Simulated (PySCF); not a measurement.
A structure optimised at B3LYP-D3(BJ)/def2-TZVP, used in a PySCF frequency run:

```
C
H 1 1.0889
H 1 1.0889 2 113.66
C 1 1.5050 2 119.64 3 150.54
C 4 1.2868 1 64.69 2 105.61
H 5 1.0749 4 149.73 1 -180.00
H 4 1.0749 5 149.73 6 0.00
```
Charge 0, spin multiplicity 1.

Q: Write its SMILES, formula and point group.

A: C1=CC1, C3H4, C2v

Q: What are its rotational constants (standard atomic weights)?

A: 30.447, 21.952, 13.933 GHz
